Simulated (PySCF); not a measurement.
Two-dimensional NMR puzzle

Compound of formula C₆H₁₀N₂Si. Correlations simulated from computed shifts and the bond graph:

HSQC (one-bond C–H):
```tsv
δH	δC
3.03	45.9
2.79	41.1
1.71	9.6
1.58	18.9
1.44	18.9
```

COSY cross peaks (H two or three bonds apart, from the bond graph; peaks can be absent where the dihedral angle is near 90°):
```tsv
δH	δH
3.14	3.10
3.14	3.03
3.10	3.03
1.71	1.58
1.71	1.44
1.58	1.44
```

HMBC (two and three bonds, from the bond graph):
```tsv
δH	δC
3.14	45.9, 21.3, 18.9, 9.6
3.10	45.9, 21.3, 18.9, 9.6
3.03	41.1, 21.3, 18.9, 9.6
2.79	45.9
1.71	125.8, 45.9, 21.3, 18.9
1.58	125.8, 45.9, 21.3, 9.6
1.44	125.8, 45.9, 21.3, 9.6
```

Carbons without hydrogens: δ 125.8, 21.3.

Calculated, not measured (PySCF 2.14.0 with density-fitted response routines): σ from GIAO-PBE0/pcSseg-1, geometry from GFN2-xTB. One averaged value for each set of equivalent atoms, in vacuum, non-relativistic Hamiltonian, a single conformation.

References, each an isolated molecule treated in the same way: ¹H, ¹³C against TMS.

Exchangeable hydrogens are left out of these lists.

Which molecule is this?

Answers

SMILES CN[C@@H]1[SiH2][C@]12C[C@@H]2C#N.

Mapped SMILES: `[CH3:1][NH:2][C@@H:3]1[SiH2:4][C@:5]12[CH2:6][C@@H:7]2[C:8]#[N:9]`; H(Xn) means a hydrogen on atom n. Ha(C6) is cis to C8 on the ring; Ha(Si4) is cis to N2 on the ring; Hb(C6) is trans to C8 on the ring; Hb(Si4) is trans to N2 on the ring.

- δC 125.8 is C8, a nitrile carbon.
- δC 45.9 is C3, a three-membered-ring carbon (δH 3.03).
- δC 41.1 is C1, a methyl carbon bonded to N (δH 2.79).
- δC 21.3 is C5, a three-membered-ring carbon.
- δC 18.9 is C6, a three-membered-ring carbon (δH 1.44, 1.58).
- δC 9.6 is C7, a three-membered-ring carbon (δH 1.71).
- HMBC from δH 3.14 reaches the proton-free carbon C5.
- HMBC from δH 3.10 reaches the proton-free carbon C5.
- HMBC from δH 3.03 reaches the proton-free carbon C5.
- HMBC from δH 1.71 reaches the proton-free carbons C8, C5.
- COSY links 3.14–3.10, 3.14–3.03, 3.10–3.03, 1.71–1.58, 1.71–1.44, 1.58–1.44.

The shifts were computed for this structure.

OH/NH shifts are gas-phase values; hydrogen bonding in solution moves them, usually downfield. Shifts are as computed. Against solution values, carbons near 30 ppm lie about +3 ppm off and those near 130 ppm about +5 ppm. Of 1211 compounds with measured shifts, 218 miss one by over three times the rms of a fit or turn the order of signals round; such compounds aren't used in these exercises.
